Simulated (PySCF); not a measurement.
# SMILES C/C=C(\C)C(=O)OCC, C7H12O2

Molfile (atoms numbered from 1):
```
C7H12O2
     RDKit          3D

 21 20  0  0  0  0  0  0  0  0999 V2000
   -3.4253    0.7506    0.4783 C   0  0  0  0  0  0  0  0  0  0  0  0
   -2.0008    0.7276    0.0561 C   0  0  0  0  0  0  0  0  0  0  0  0
   -1.0550   -0.1724    0.3815 C   0  0  0  0  0  0  0  0  0  0  0  0
   -1.2380   -1.3697    1.2615 C   0  0  0  0  0  0  0  0  0  0  0  0
    0.2965    0.0700   -0.2018 C   0  0  0  0  0  0  0  0  0  0  0  0
    0.5963    0.9891   -0.9255 O   0  0  0  0  0  0  0  0  0  0  0  0
    1.1690   -0.8778    0.1747 O   0  0  0  0  0  0  0  0  0  0  0  0
    2.5028   -0.7557   -0.3138 C   0  0  0  0  0  0  0  0  0  0  0  0
    3.3218    0.1966    0.5276 C   0  0  0  0  0  0  0  0  0  0  0  0
   -4.0874    0.7291   -0.4036 H   0  0  0  0  0  0  0  0  0  0  0  0
   -3.6536    1.6919    1.0062 H   0  0  0  0  0  0  0  0  0  0  0  0
   -3.7014   -0.0853    1.1344 H   0  0  0  0  0  0  0  0  0  0  0  0
   -1.6685    1.5383   -0.6028 H   0  0  0  0  0  0  0  0  0  0  0  0
   -0.5536   -1.3312    2.1228 H   0  0  0  0  0  0  0  0  0  0  0  0
   -0.9965   -2.2961    0.7181 H   0  0  0  0  0  0  0  0  0  0  0  0
   -2.2655   -1.4479    1.6387 H   0  0  0  0  0  0  0  0  0  0  0  0
    2.9112   -1.7756   -0.2770 H   0  0  0  0  0  0  0  0  0  0  0  0
    2.4692   -0.4204   -1.3614 H   0  0  0  0  0  0  0  0  0  0  0  0
    2.9273    1.2192    0.4463 H   0  0  0  0  0  0  0  0  0  0  0  0
    4.3667    0.2027    0.1820 H   0  0  0  0  0  0  0  0  0  0  0  0
    3.3106   -0.1066    1.5852 H   0  0  0  0  0  0  0  0  0  0  0  0
  1  2  1  0
  2  3  2  0
  3  4  1  0
  3  5  1  0
  5  6  2  0
  5  7  1  0
  7  8  1  0
  8  9  1  0
  1 10  1  0
  1 11  1  0
  1 12  1  0
  2 13  1  0
  4 14  1  0
  4 15  1  0
  4 16  1  0
  8 17  1  0
  8 18  1  0
  9 19  1  0
  9 20  1  0
  9 21  1  0
M  END
```

Level of theory: PySCF 2.14.0, quadratic response CAM-B3LYP/aug-cc-pVDZ first hyperpolarisability, Taylor convention, gas phase. Geometry: PBE0-D3(BJ)/def2-SVP.

(1) Give the tensor of the static β(0;0,0) in the axes of these coordinates.

## Answers

(1) In au, Taylor convention; rows are the first index (the induced dipole):
|  | xx | yy | zz | xy | xz | yz |
| --- | --- | --- | --- | --- | --- | --- |
| x | -179.6 | +37.2 | -4.5 | -25.3 | +65.0 | -24.0 |
| y | -25.3 | +1.7 | +12.4 | +37.2 | -24.0 | -10.9 |
| z | +65.0 | -10.9 | -22.5 | -24.0 | -4.5 | +12.4 |

Norm of βᵢ = ⅓ Σⱼ (βᵢⱼⱼ + βⱼᵢⱼ + βⱼⱼᵢ): 150.7 au, hyper-Rayleigh value 84.0 au.
